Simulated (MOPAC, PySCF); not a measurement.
CH₆O₂Si, SMILES `OC[SiH2]O`, neutral singlet in the gas phase. 

Cartesian coordinates (Å):
```xyz
10

O      1.3162     1.0347     0.4327
C      0.7678     0.1685    -0.5683
Si    -0.7644    -0.6688     0.1389
O     -1.8241     0.4862     0.6419
H      1.7031     0.4882     1.1217
H      0.4920     0.8128    -1.4074
H      1.5171    -0.5383    -0.9485
H     -0.3057    -1.5131     1.2833
H     -1.4803    -1.5144    -0.8486
H     -1.4215     1.2441     1.0722
```
Charge 0, spin multiplicity 1.

All levels are single points at this geometry (PBE0-D4/def2-TZVP); Pople sets use spherical d functions. Orbital energies aren't observables, and empty levels follow the basis.

```csv
level,HOMO (eV),LUMO (eV),gap (eV),dipole (D),"vertical IE, Delta-SCF (eV)"
PBE-D3(BJ)/def2-TZVP in PySCF,-6.02,-0.59,5.43,1.58,9.38
PBE0-D4/def2-TZVP in PySCF,-7.53,0.31,7.84,1.63,9.81
B3LYP/3-21G in PySCF,-6.62,1.08,7.70,1.96,–
B3LYP/6-31G* in PySCF,-6.94,0.65,7.58,1.74,9.57
M06-2X/6-31G* in PySCF,-8.68,1.67,10.34,1.77,–
PBE/6-31G* in PySCF,-5.59,-0.01,5.58,1.72,9.12
HF/6-31G* in PySCF,-11.10,4.11,15.21,1.89,9.40
AM1 in MOPAC,-10.37,1.02,11.38,1.62,–
PM3 in MOPAC,-9.75,0.65,10.40,1.76,–
```
